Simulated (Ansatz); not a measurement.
`C=NB(C)F` + NH₃ → `CB(N)F` + `C=N` at 400 K and 1 bar (ligand exchange at a B–N bond).

Computed with Ansatz on PBE0-D4/def2-TZVP structures; ΔE is electronic, products minus reactants. CBS: MP2 limit from def2 TZ/QZ plus the TZ coupled-cluster correction, frozen cores. This one scheme is used for every species. Each species was taken in one conformer, which may not be the lowest.

```tsv
species	CCSD(T)/CBS energy (Eh)	H − E (kJ/mol)	S (J/(mol·K))
`C=NB(C)F`	-258.47400	224.8	358.2
NH₃	-56.50880	104.2	203.1
`CB(N)F`	-220.47660	211.4	322.7
`C=N`	-94.52360	119.4	238.9
```

H − E and S are ideal-gas, rigid-rotor, harmonic terms from PBE0-D4/def2-TZVP, for one conformer and one mirror image of each species. 1 Eh = 2625.50 kJ/mol, R = 8.31446 J/(mol·K).

**Question.** By hand: ΔE, ΔH, ΔS and ΔG.

**Answer.** ΔE = (-220.47660) + (-94.52360) − (-258.47400) − (-56.50880) = -0.01740 Eh = -45.7 kJ/mol. Δ(H − E) = 211.4 + 119.4 − 224.8 − 104.2 = 1.8, so ΔH = -43.9 kJ/mol. ΔS = 322.7 + 238.9 − 358.2 − 203.1 = 0.3 J/(mol·K). ΔG = -43.9 − 400 × (0.3)/1000 = -44.0 kJ/mol.

**Question.** By hand: the equilibrium constant, and the temperature at which ΔG would vanish if ΔH and ΔS stayed fixed.

**Answer.** log₁₀ K = −ΔG/(RT ln 10) = 5.7. ΔH and −TΔS have one sign here, so there is no such temperature.

The number of gas molecules stays the same, so ΔS is small and ΔH decides. A doubt of 5 kJ/mol in ΔE shifts log₁₀ K by 0.7 here. Other conformers and mirror images would add mixing entropy, several J/(mol·K) or more a flexible species. These are equilibria of isolated gas molecules and say nothing of rates. Largest T1 diagnostic: 0.013 (customary marks: 0.02 for closed shells, 0.045 for open ones).

ΔS is within the doubt of such terms, so its sign, and with it that verdict, could turn.
